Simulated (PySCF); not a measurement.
# How methods differ on the interval between two levels of I²⁺

I²⁺ [Kr] 4d10 5s2 5p3 [4S3/2, M_J = 3/2] → I²⁺ [Kr] 4d10 5s1 5p3 6s1 [6S5/2, M_J = 5/2], as a difference of total energies. Computed with PySCF 2.14 in x2c-TZVPall-2c with one added diffuse shell each of s, p, d, f type (9s10p6d3f, 90 functions), with the two-component X2C-1e Hamiltonian. Correlated levels: [Ar] 3d10 frozen; the 6 highest virtual spinors dropped. "Screened" scales the spin-orbit matrix elements by Boettger's factors to mimic the two-electron term; Breit and QED terms are absent.

```tsv
method	interval between two levels (cm⁻¹)
GHF (spin-free)	174100
GMP2 (spin-free)	189630
GHF (screened spin-orbit)	174650
GMP2 (screened spin-orbit)	190090
```

The labels give the starting determinants; with spin-orbit coupling the two ends relaxed to ⟨J²⟩ = 3.76, ⟨L²⟩ = 0.15, ⟨S²⟩ = 3.60 and ⟨J²⟩ = 8.75, ⟨L²⟩ = 0.06, ⟨S²⟩ = 8.68.

The promoted electron is Rydberg-like, and one or two diffuse shells describe it only roughly, which tends to raise the upper state.
